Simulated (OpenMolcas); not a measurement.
Cu4+ among 4 point charges of -1 e arranged as a tetrahedron (Td), 1.87 Å from the ion.
```
   1.0796    1.0796    1.0796  -1.00
   1.0796   -1.0796   -1.0796  -1.00
  -1.0796    1.0796   -1.0796  -1.00
  -1.0796   -1.0796    1.0796  -1.00
```

* Program: OpenMolcas 26.06
* Method: SS-CASPT2, IPEA 0.25 Eh, imaginary shift 0.1 Eh (closed shells correlated: 3s 3p)
* Basis: ANO-RCC-VDZP [5s4p2d1f]
* Scalar Hamiltonian: DKH2, point nucleus
* Active space: 7 electrons in 5 orbitals (3d)
* State averaging: 2S+1 = 4 even, 10 roots; 2S+1 = 2 even, 40 roots
* Spin-orbit coupling: RASSI with atomic mean-field integrals over the reference wave functions

(1) What is the spin-free ground state (labels of Td)?

(2) Where is the first state of the same spin?

(3) What are the lowest two levels with spin-orbit coupling?

(4) What is χT at 300 K, and how does it compare with the textbook value?

Results:

(1) 4A2, 1-fold in its orbital part, 100 % from free-ion F terms; it has the highest spin that d7 allows.

(2) 4T2 at 220 cm-1 above the ground state. The two act as a nearly degenerate pair, with unquenched orbital momentum.

(3) A 4-fold level Γ8, then a 4-fold level Γ8 300 cm-1 above it. Their leading multiplicities are 4 (100 %) and 4 (99 %).

(4) The lowest level has 2S+1 = 4, for which the spin-only value is χT = S(S+1) / 2 = 1.875 cm3 K/mol (g = 2). The computed 5.275 at 300 K differs by +3.400, through orbital momentum, spin-orbit coupling and any other state in reach.

Roots that are degenerate in the reference are averaged as groups; the widest CASPT2 spread within a group is 620 cm-1 (the 3-fold group of multiplicity 4 near 220 cm-1 above the lowest state of its run). Shifts and gaps below about the spread of the groups concerned are not significant. Spin-orbit coupling mixes the spin-free states strongly: the lowest level takes only 47 % from its leading state, 4T2, which lies 220 cm-1 above the lowest spin-free state. The ground term spreads over less than 5000 cm-1, several times less than with real ligands, so orbital moments are less quenched and χT lies further from the spin-only value than at real sites. Free-ion shares, where given, are those of the reference states; single-state CASPT2 does not remix them. This is an electrostatic model: the charges have no orbitals. No measured value stands beside these numbers.
